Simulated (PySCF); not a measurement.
SMILES C=[CH][GeH]([F])[CH]=C (CAM-B3LYP/def2-SVP optimised geometry):

```
13

Ge     0.116    -1.945     0.000
F     -0.339    -2.690    -1.515
C     -0.674    -3.044     1.375
C     -1.424    -2.544     2.357
C     -0.566    -0.141     0.000
C      0.240     0.920     0.003
H      1.651    -1.945     0.000
H     -0.495    -4.125     1.338
H     -1.636    -1.473     2.439
H     -1.864    -3.181     3.131
H     -1.651     0.012    -0.011
H     -0.147     1.945     0.000
H      1.331     0.820     0.006
```

Method: CAM-B3LYP/def2-TZVP run with PySCF.

Q: What are the frontier orbital energies and the dipole moment?

A: HOMO-2 -10.08 eV, HOMO-1 -9.73 eV, HOMO -9.58 eV, LUMO 0.17 eV, LUMO+1 0.70 eV; dipole moment 2.77 D.

On the same geometry PBE/def2-TZVP (PySCF) gives HOMO-2 -7.37 eV, HOMO-1 -7.19 eV, HOMO -7.08 eV, LUMO -1.94 eV, LUMO+1 -1.50 eV; dipole moment 2.58 D.

Meta-Löwdin charges at CAM-B3LYP/def2-TZVP: Ge1 0.96, F2 -0.53, C3 -0.33, C4 -0.21, C5 -0.33, C6 -0.20, H7 -0.09, H8 0.13, H9 0.12, H10 0.12, H11 0.13, H12 0.12, H13 0.12.
